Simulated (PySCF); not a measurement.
Species: 4-(methylthio)pyridine, C6H7NS.
SMILES with atom numbers: `[CH3:1][S:2][c:3]1[cH:4][cH:5][n:6][cH:7][cH:8]1` (hydrogens: H9, H10, H11 on C1; H12 on C4; H13 on C5; H14 on C7; H15 on C8)

Computed with PBE0-D3(BJ)/def2-SVP geometry optimisation, gas phase (PySCF).

Task: List the bond lengths, angles and torsions at this level.

Result: 
| bond | length (Å) |
| --- | --- |
| C1–S2 | 1.798 |
| S2–C3 | 1.753 |
| C3–C4, C3–C8 | 1.401 |
| C4–C5, C7–C8 | 1.392 |
| C5–N6, N6–C7 | 1.331 |
| C1–H9, C1–H10, C1–H11 | 1.099 |
| C4–H12, C8–H15 | 1.091 |
| C5–H13, C7–H14 | 1.097 |

Bonds in one row agree within 0.01 Å and their mean is given. A selection of angles:
| angle | degrees |
| --- | --- |
| C1–S2–C3 | 103.2 |
| S2–C3–C4 | 117.3 |
| S2–C3–C8 | 125.3 |
| C4–C3–C8 | 117.4 |
| C3–C4–C5 | 118.8 |
| C4–C5–N6 | 124.1 |
| C5–N6–C7 | 116.8 |
| C3–C8–C7 | 118.5 |

Dihedral angles: C1–S2–C3–C4 180° (antiperiplanar).

The 2 C–S bonds span 1.753 Å (S2–C3, drawn single) to 1.798 Å (C1–S2, drawn single), a spread of 0.045 Å. The 8 heavy atoms lie in one plane (0.002 Å rms). Of the pairs four or more bonds apart, C1···H15 is among the closest relative to their van der Waals radii: 2.58 Å, 89 % of the sum of Bondi's values. The 6-membered ring C3–C4–C5–N6–C7–C8 has internal angles of 116.8° to 124.4°; it is planar, 0.00 Å rms from its mean plane, widest ring torsion 0°.

Point group: Cs (tolerance 0.08 Å). No PBE0-D3(BJ)/def2-SVP frequencies stand behind this structure, so it isn't proved a minimum. The numbers are those of one conformer.

Time: 53 s wall; peak memory 0.73 GiB. Hardware: Arm Neoverse V2, one thread, no GPU, shared host with 96 logical CPUs at a one-minute load of 32. These figures are those of the optimisation.
